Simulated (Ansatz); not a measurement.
Cd7⁺, relaxed as a doublet with UKS PBE/def2-SVP in Ansatz, starting from the GFN1-xTB geometry. Force threshold 0.02 eV/Å.

In the def2 sets Cd takes a core potential; there is no spin–orbit coupling. The relaxation made no stability test and no search for a lower SCF solution. The structure comes from a short search, and lower isomers may exist.

Start:

```xyz
7

Cd   -3.058   -1.666    0.285
Cd   -0.106    1.523    0.700
Cd   -2.936    0.769    1.933
Cd    2.790    1.718   -1.046
Cd    2.085   -1.188   -1.626
Cd   -0.963   -0.618   -1.631
Cd    2.188   -0.539    1.384
```

| step | energy (eV) | largest force component (eV/Å) | SCF passes |
| --- | --- | --- | --- |
| 1 | -31947.2261 | 0.301 | 21 |
| 2 | -31947.2638 | 0.183 | 21 |
| 3 | -31947.3281 | 0.051 | 22 |
| 4 | -31947.3544 | 0.037 | 21 |
| 5 | -31947.3674 | 0.041 | 21 |
| 6 | -31947.3761 | 0.046 | 20 |
| 7 | -31947.3809 | 0.043 | 21 |
| 8 | -31947.3836 | 0.015 | 21 |
| 9 | -31947.3848 | 0.023 | 21 |
| 10 | -31947.3856 | 0.015 | 20 |
| 11 | -31947.3863 | 0.008 | 21 |
| 12 | -31947.3866 | 0.005 | 22 |

Force components are those of the run's own axes.

End:

Cartesian coordinates in Å:
```
Cd -3.780 -1.210 -0.174
Cd 0.203 0.831 0.829
Cd -2.736 1.051 1.801
Cd 2.231 2.192 -1.070
Cd 2.097 -0.904 -1.575
Cd -0.917 -1.407 -1.252
Cd 2.903 -0.553 1.441
```

By distances, no bond broke or formed. The bond that changes most is Cd2–Cd4, from 3.39 to 3.09 Å (atoms count from 1).

The force fell under the threshold at step 8, but the optimiser went on and released 0.003 eV more. No frequencies were taken in this run, so the end may be a saddle point.

Hardware: 4 threads of Arm Neoverse V2 on a shared host. Wall time 79 s.
